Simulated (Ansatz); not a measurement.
Si(vinyl)3(NiPr2) (C₁₂H₂₃NSi) was relaxed with r2SCAN-D4 (def2-SVP) in Ansatz in these states: charge +1 doublet, neutral singlet. The geometries follow in no particular order.

A:

Cartesian coordinates in Å:
```
Si -0.062 -1.000 0.316
C -1.454 -1.884 -0.587
C -1.310 -3.098 -1.141
H -2.454 -1.428 -0.633
H -0.351 -3.631 -1.122
H -2.144 -3.619 -1.630
C 1.528 -1.971 0.079
C 2.049 -2.800 0.998
H 2.053 -1.877 -0.885
H 1.572 -2.938 1.977
H 2.968 -3.374 0.821
C -0.475 -0.995 2.152
C -1.500 -1.663 2.708
H 0.155 -0.388 2.821
H -2.167 -2.293 2.106
H -1.718 -1.620 3.783
N 0.215 0.616 -0.301
C 1.490 1.260 0.052
C 2.246 1.756 -1.185
C 1.336 2.368 1.102
C -0.812 1.483 -0.895
C -1.178 1.053 -2.319
C -2.048 1.634 -0.002
H 2.114 0.470 0.511
H 1.690 2.554 -1.705
H 3.230 2.167 -0.906
H 2.401 0.931 -1.897
H 0.746 3.216 0.716
H 0.830 1.986 2.002
H 2.321 2.763 1.400
H -0.363 2.489 -0.977
H -1.639 0.053 -2.328
H -0.277 1.009 -2.949
H -1.890 1.761 -2.776
H -2.771 2.342 -0.440
H -2.569 0.672 0.135
H -1.764 1.998 0.997
```

B:

Cartesian coordinates in Å:
```
Si 0.265 0.290 1.150
C -0.977 1.484 1.831
C -1.581 1.253 3.011
H -1.178 2.443 1.334
H -1.417 0.331 3.582
H -2.263 1.983 3.462
C 0.293 -1.317 2.083
C 1.392 -1.765 2.715
H -0.635 -1.901 2.169
H 2.345 -1.223 2.684
H 1.382 -2.690 3.304
C 1.948 1.045 0.893
C 2.214 2.320 1.228
H 2.764 0.433 0.481
H 1.452 2.986 1.648
H 3.216 2.749 1.110
N -0.138 -0.239 -0.599
C 0.740 -1.274 -1.159
C -0.066 -2.549 -1.444
C 1.497 -0.760 -2.389
C -1.180 0.313 -1.463
C -2.565 0.068 -0.852
C -0.905 1.799 -1.736
H 1.472 -1.515 -0.370
H -0.813 -2.397 -2.238
H 0.633 -3.328 -1.782
H -0.571 -2.913 -0.538
H 0.830 -0.561 -3.240
H 2.065 0.152 -2.157
H 2.211 -1.538 -2.701
H -1.123 -0.226 -2.422
H -2.702 0.622 0.088
H -2.733 -1.002 -0.662
H -3.325 0.411 -1.570
H -1.659 2.164 -2.450
H -0.981 2.405 -0.823
H 0.091 1.948 -2.178
```

Question: Judge from the bond lengths which geometry belongs to which state (an estimate).

Answer: A is the neutral singlet (Si1–N17 1.751 Å, Si1–C2 1.880 Å, Si1–C7 1.879 Å); B is the charge +1 doublet (Si1–N17 1.872 Å, Si1–C2 1.853 Å, Si1–C7 1.858 Å).
